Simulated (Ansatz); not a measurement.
These are frozen-core CCSD(T)/cc-pVDZ // PBE0-D4/def2-SVP (Ansatz, an electronic-structure program) values and carry that method's errors.

Ansatz 0.2 input:
```yaml
crystal:
  periodic: [false, false, false]
  atoms:
    - { symbol: C, position_ang: [-1.192517, 2.531944, -0.720169] }
    - { symbol: C, position_ang: [-0.649548, 1.720193, 0.453369] }
    - { symbol: Si, position_ang: [0.0, 0.0, 0.0] }
    - { symbol: C, position_ang: [1.335924, 0.15136, -1.333761] }
    - { symbol: C, position_ang: [2.508979, 1.057676, -0.968413] }
    - { symbol: C, position_ang: [-1.427507, -1.055396, -0.659456] }
    - { symbol: C, position_ang: [-1.062631, -2.503413, -0.977352] }
    - { symbol: C, position_ang: [0.74113, -0.816157, 1.539848] }
    - { symbol: C, position_ang: [-0.253832, -1.086207, 2.665934] }
    - { symbol: H, position_ang: [-0.420091, 2.704532, -1.487047] }
    - { symbol: H, position_ang: [-2.030379, 2.018166, -1.218329] }
    - { symbol: H, position_ang: [-1.561815, 3.521105, -0.404809] }
    - { symbol: H, position_ang: [-1.431303, 1.596953, 1.223997] }
    - { symbol: H, position_ang: [0.167721, 2.271469, 0.952333] }
    - { symbol: H, position_ang: [1.69978, -0.864892, -1.568364] }
    - { symbol: H, position_ang: [0.852068, 0.509207, -2.260381] }
    - { symbol: H, position_ang: [3.25989, 1.109061, -1.773253] }
    - { symbol: H, position_ang: [3.029424, 0.705948, -0.063113] }
    - { symbol: H, position_ang: [2.178344, 2.089725, -0.768204] }
    - { symbol: H, position_ang: [-1.830604, -0.558754, -1.560045] }
    - { symbol: H, position_ang: [-2.24545, -1.022625, 0.082631] }
    - { symbol: H, position_ang: [-0.694636, -3.035215, -0.084998] }
    - { symbol: H, position_ang: [-1.923895, -3.073554, -1.361329] }
    - { symbol: H, position_ang: [-0.268524, -2.566058, -1.738677] }
    - { symbol: H, position_ang: [1.225661, -1.75805, 1.225419] }
    - { symbol: H, position_ang: [1.562126, -0.173306, 1.904411] }
    - { symbol: H, position_ang: [-0.730521, -0.158056, 3.020117] }
    - { symbol: H, position_ang: [-1.063617, -1.759042, 2.340249] }
    - { symbol: H, position_ang: [0.225819, -1.556612, 3.53939] }
basis:
  gaussian: { orbitals: cc-pVDZ }
correlation:
  method: ccsd_t
```

Output:

```
Functional definition: HF
2089 factors; integrals over basis functions are off by at most 7.0e-4 eV
mean field evaluation 1: about -16417.4555 eV, gradient 4.5e1 eV
mean field evaluation 2: about -16417.7502 eV, gradient 4.5e1 eV
mean field evaluation 4: about -16423.7193 eV, gradient 4.7e0 eV
mean field evaluation 8: about -16423.7965 eV, gradient 1.4e-1 eV
mean field evaluation 16: about -16423.4995 eV, gradient 4.3e-1 eV
mean field -16423.79652475 eV, -603.5633898353 hartree, gradient 5.4e-6 eV, S^2 0.000000; 0 other end points of the search recorded, 0 dependent functions left out
13 core orbitals not correlated
reference -16423.79652475 eV, -603.5633898353 hartree; 28, 28 occupied and 189, 189 virtual orbitals, 2089 factors
second order -34.63187686 eV of doubles, -0.00000000 eV of singles
cycle   1  -37.02799919 eV  change    -2.4e0 eV  update   1.2e-1
cycle   2  -38.01133582 eV  change   -9.8e-1 eV  update   3.4e-2
cycle   3  -38.13291009 eV  change   -1.2e-1 eV  update   1.1e-2
cycle   4  -38.13630199 eV  change   -3.4e-3 eV  update   3.0e-3
cycle   5  -38.13750428 eV  change   -1.2e-3 eV  update   8.6e-4
cycle   6  -38.13761956 eV  change   -1.2e-4 eV  update   2.4e-4
cycle   7  -38.13761690 eV  change    2.7e-6 eV  update   7.2e-5
cycle   8  -38.13763066 eV  change   -1.4e-5 eV  update   2.4e-5
perturbative correction -1.15254395 eV, -0.0423552091 hartree
Total energy: -16463.08669936 eV, -605.0072771207 hartree
```

Cost: about 5 core-minutes (a rough figure).
